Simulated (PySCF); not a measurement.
C4H9FOSi.
Structure used (GFN2-xTB), in Å, numbered top down from 1:
```
atom  x, y, z in Å
C1    -2.4764   -0.0689   -0.9019
C2    -1.6694    0.4729    0.2666
O3    -0.3206    0.0792    0.0957
C4     0.5401    0.4004    1.0897
C5     1.8392    0.1370    0.9853
Si6    2.5611   -0.6712   -0.5356
F7     4.1626   -0.6872   -0.3054
H8    -2.0899    0.3319   -1.8349
H9    -3.5196    0.2152   -0.7952
H10   -2.4021   -1.1525   -0.9329
H11   -2.0572    0.0771    1.2163
H12   -1.7338    1.5703    0.2986
H13    0.0993    0.8743    1.9637
H14    2.4743    0.4027    1.8155
H15    2.3796    0.1053   -1.7551
H16    2.2054   -2.0776   -0.6819
```

Theory: PySCF, TDDFT wB97X-D/def2-SVPD, vertical, gas phase, core orbitals frozen in the response.

Transition dipole moments from the ground state, in atomic units and in the frame of the coordinates above (overall signs are arbitrary), for the states with f of 0.002 or more among the lowest 8:

| state | E (eV) | μx | μy | μz |
| --- | --- | --- | --- | --- |
| S1 | 6.282 | -1.539 | 0.417 | 0.274 |
| S2 | 6.563 | 0.239 | 0.140 | -0.123 |
| S3 | 6.968 | 0.012 | 0.344 | -0.166 |
| S4 | 7.404 | 0.020 | 0.106 | -0.041 |
| S5 | 7.654 | 0.011 | 0.124 | -0.054 |
| S7 | 8.225 | 0.007 | 0.294 | -0.119 |
| S8 | 8.426 | 0.168 | -0.061 | -0.135 |

Q: What oscillator strength does each state have?

A: f = (2/3) ΔE |μ|² with ΔE in hartree (27.2114 eV).

```csv
state,|μ|² (au),|μ| (D),f
S1,2.617,4.11,0.403
S2,0.092,0.77,0.015
S3,0.146,0.97,0.025
S4,0.013,0.29,0.002
S5,0.019,0.35,0.003
S7,0.101,0.81,0.020
S8,0.050,0.57,0.010
```

Q: What angle do the transition dipoles of S1 and S7 make?

A: |cos θ| = |μa·μb| / (|μa| |μb|) = 0.15, so θ ≈ 81° (taken between 0 and 90°, since the signs are arbitrary).

Q: What peak molar absorption coefficient would the strongest computed level give as a lone Gaussian band 0.5 eV wide at half height?

A: ε(max) = 2.175×10⁸ f / FWHM, with the width in cm⁻¹. S1: 2.175×10⁸ × 0.4028 / 4033 ≈ 22000 L mol⁻¹ cm⁻¹.

One conformer stands for the species.
